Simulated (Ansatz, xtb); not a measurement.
# Ligand exchange: SnH3(NH2) + C2H10Si2 → SiH3(SnH3) + C2H9NSi

Species: SnH3(NH2), singlet; C2H10Si2 `CC[SiH2][SiH3]`, singlet; SiH3(SnH3), singlet; C2H9NSi `CC[SiH2]N`, singlet. The partners trade NH2 for SiH3: Sn–NH2 and Si–SiH3 bonds give way to Sn–SiH3 and Si–NH2.

Shapes, held fixed at every level: PBE0-D4/def2-TZVP. Flexible molecules stand in one conformer, not always the lowest. Programs: Ansatz 0.2.0, xtb 6.7.1, xtb 6.7.1 later snapshot. The zero-point and thermal change to 298 K, harmonic and unscaled (PBE0-D4/def2-TZVP), is +1.4 kJ/mol.

(1) Estimate ΔH(298 K) of this reaction.

Results:

(1) The highest level, CCSD(T)/def2-TZVPP, gives ΔH(298 K) = -80.4 kJ/mol; the levels span -187.7 to -79.1. GFN1-xTB strays far from the other rows. The column of differences is taken from that level and isn't an error. No measured value is set beside it here. For atoms past krypton def2 sets carry core potentials with scalar relativity. Correlated rows may include outer-core shells of Sn, which these sets cover unevenly.

```json
{"level": "GFN1-xTB", "kind": "semi-empirical", "ΔH(298 K) (kJ/mol)": "-187.7", "less CCSD(T)/def2-TZVPP": "-107.3"}
{"level": "SPW92/def2-TZVPP", "kind": "LDA", "ΔH(298 K) (kJ/mol)": "-85.2", "less CCSD(T)/def2-TZVPP": "-4.8"}
{"level": "wB97X-V/def2-TZVPP", "kind": "range-separated hybrid", "ΔH(298 K) (kJ/mol)": "-81.1", "less CCSD(T)/def2-TZVPP": "-0.7"}
{"level": "B2PLYP/def2-TZVPP", "kind": "double hybrid", "ΔH(298 K) (kJ/mol)": "-85.1", "less CCSD(T)/def2-TZVPP": "-4.7"}
{"level": "MP2/def2-TZVPP", "kind": "perturbation theory", "ΔH(298 K) (kJ/mol)": "-85.5", "less CCSD(T)/def2-TZVPP": "-5.1"}
{"level": "CCSD(T)/def2-SVP", "kind": "coupled cluster or CI", "ΔH(298 K) (kJ/mol)": "-79.1", "less CCSD(T)/def2-TZVPP": "+1.3"}
{"level": "CCSD/def2-SVP", "kind": "coupled cluster or CI", "ΔH(298 K) (kJ/mol)": "-81.6", "less CCSD(T)/def2-TZVPP": "-1.2"}
{"level": "CCSD(T)/def2-TZVPP", "kind": "coupled cluster or CI", "ΔH(298 K) (kJ/mol)": "-80.4", "less CCSD(T)/def2-TZVPP": "0.0"}
```
